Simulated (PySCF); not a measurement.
Harmonic spectrum computed at PBE0 in the def2-TZVP basis family (core potentials from Rb on, PySCF, no spin–orbit coupling):

| symmetry | ω (cm⁻¹) | IR (km/mol, summed over degenerate members) |
| --- | --- | --- |
| π | 386 | 51.4 |
| σ+ | 554 | 5.1 |
| σ+ | 2007 | 310 |

Which molecule gave it? In each, all ligands are bound to the one heavy central atom.
A. CoOBr (quintet)
B. BOBr (singlet)
C. TiOBr (doublet)
D. YOBr (singlet)
E. ZrOBr (doublet)

B. It has C∞v symmetry with B–Br 1.835 Å, B–O 1.203 Å.
